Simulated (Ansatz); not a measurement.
Species: C₃H₉AlO₃ (charge 0, singlet). 
Geometry from a B3LYP-D3(BJ)/def2-TZVP (Ansatz, a first-principles code) optimisation:
```xyz
16

C      2.1951    -1.8171    -0.0297
O      1.5830    -0.5522    -0.1313
Al     0.0000     0.0000     0.0000
O     -0.3385     1.6361    -0.1919
C      0.4427     2.7771    -0.4615
O     -1.2445    -1.0839     0.3232
C     -2.6378    -0.9600     0.4912
H      1.4727    -2.6118     0.1819
H      2.9392    -1.8060     0.7718
H      2.7073    -2.0578    -0.9656
H      0.1020     3.2500    -1.3870
H      1.5052     2.5366    -0.5685
H      0.3339     3.5017     0.3505
H     -2.9253    -1.3181     1.4839
H     -2.9780     0.0751     0.3866
H     -3.1572    -1.5698    -0.2536
```
Charge 0, spin multiplicity 1.

Computed values are from Ansatz. Cores are frozen in the correlated levels unless marked. UHF or UKS for open shells. Spin-orbit coupling is left out. No relativistic terms. CBS(X,Y): correlation extrapolated as X^-3; Hartree-Fock from the larger set.

Task: What is the total energy at CCSD(T)/CBS(cc-pV(T+d)Z,cc-pV(Q+d)Z)?

Result: -587.2192 Eh.

Task: What is the dipole moment at CCSD(T)/aug-cc-pV(D+d)Z?

Result: 0.00 D.

Task: What is the atomisation energy De at CCSD(T)/CBS(cc-pV(T+d)Z,cc-pV(Q+d)Z)?

Result: 6315.0 kJ/mol.

Task: What is the T1 diagnostic at CCSD/cc-pV(Q+d)Z?

Result: 0.012.
